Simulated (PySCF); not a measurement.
Species: C₄H₁₂S₄Zn (charge -2 and singlet state).
Cartesian coordinates in Å at the PBE0-D3(BJ)/def2-SVP level; atoms count from 1:
```xyz
21
C4H12S4Zn angstrom
C     -2.0859    0.2561   -1.5604
S     -0.6711    1.3840   -1.3629
Zn     0.9620   -0.2056   -0.5591
S      0.9217   -0.0767    1.8612
C     -0.7517    0.5977    2.0988
S      0.3091   -2.4017   -1.2604
C     -0.6670   -2.8623    0.2058
S      3.1366    0.4540   -1.2358
C      3.0177    2.1042   -0.4731
H     -2.6716    0.1569   -0.6263
H     -2.7772    0.6191   -2.3457
H     -1.7246   -0.7514   -1.8380
H     -1.5110   -0.2019    2.1952
H     -0.8063    1.2178    3.0145
H     -1.0243    1.2192    1.2251
H     -0.6866   -3.9614    0.3375
H     -0.2311   -2.3977    1.1090
H     -1.7158   -2.5190    0.1261
H      4.0167    2.5764   -0.3941
H      2.3711    2.7829   -1.0590
H      2.5826    2.0255    0.5388
```

Computed with delta-SCF UKS SCAN, pcX-2 on the ionised atom, pcseg-1 elsewhere, spin-free X2C in PySCF. Every row has its own mixed basis.

| ionised atom | basis functions | E(ground) (Eh) | E(ionised) (Eh) |
| --- | --- | --- | --- |
| C1 | 250 | -3548.98562 | -3538.57041 |
| S2 | 261 | -3549.11754 | -3458.44399 |

Turn these total energies into binding energies.

E(ionised) − E(ground), at 27.2114 eV a hartree:

```json
{"atom": "C1", "environment": "S-methyl carbon", "difference (Eh)": "10.41521", "binding energy (eV)": "283.41"}
{"atom": "S2", "environment": "sulfur bonded to C and Zn", "difference (Eh)": "90.67355", "binding energy (eV)": "2467.35"}
```

How much do the ground-state energies differ, and what would follow from using one of them for all holes?

They run from -3549.1175 Eh (core basis on S2) to -3548.9856 Eh (on C1), 0.1319 Eh or 3.59 eV apart, though the state is the same; only basis and grid differ. Pairing the ion of C1 with the ground state of S2 would put its binding energy 3.59 eV too high.

Only 1s holes are shown. One atom of each set of topologically equivalent atoms was ionised and stands for the set; in this conformer not all members are related by symmetry, and their own values weren't computed. The species carries charge -2, so core ionisation leaves charge -1. The basis sets have no added diffuse functions. Whether so highly charged an anion holds all its electrons in the gas phase wasn't checked; a finite basis holds them in any case. The ion is multiply charged and computed without counter-ions or solvent.

Time: 58 s. Hardware: Arm Neoverse V2, one thread, shared host.
